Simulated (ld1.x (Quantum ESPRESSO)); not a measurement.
# PBEsol TM dataset for N, scalar-relativistic all-electron reference.

ld1.x (Quantum ESPRESSO) 7.5 input, shortened:

```
&input
   title='N', zed=7., rel=1, dft='PBESOL', iswitch=3,
   config='[He] 2s2 2p3 3d-2'
 /
 &inputp
   pseudotype=2, tm=.true., lloc=0,
   nlcc=.true., rcore=1.05
 /
3
2P  2  1   3.00   0.00  1.65  1.65  0.0
3D  3  2  -2.00  -0.05  1.40  1.40  0.0
2S  1  0   2.00   0.00  1.00  1.00  0.0
 &test
   configts(1)='2s2 2p3'
 /
```

All-electron outer shells of the reference configuration (PBEsol, scalar-relativistic, ld1.x):

| shell | level (eV) | outermost node (bohr) | outermost maximum (bohr) |
| --- | --- | --- | --- |
| 1s | -383.09 | – | 0.15 |
| 2s | -18.46 | 0.32 | 1.02 |
| 2p | -7.04 | – | 0.98 |

Calculated quality:

```
Cutoffs needed           : 50 Ry and 140 Ry (the cutoffs (Ry, on a coarse ladder) from which the occupation-weighted sum of valence levels, in a spherical-Bessel basis at the reference potential, stays within 10 and 1 mRy of its value at 400 Ry)
Ghost test               : no extra level below or beside the all-electron valence levels (p, d, s, f tested) (spherical-Bessel basis up to 400 Ry, 20 bohr box)
Largest excitation error : +834 meV (all-electron minus pseudo) for 2s2 2p0, out of 7 test configurations
```

Generation and tests took about 0.93 s on one core of a shared server CPU.
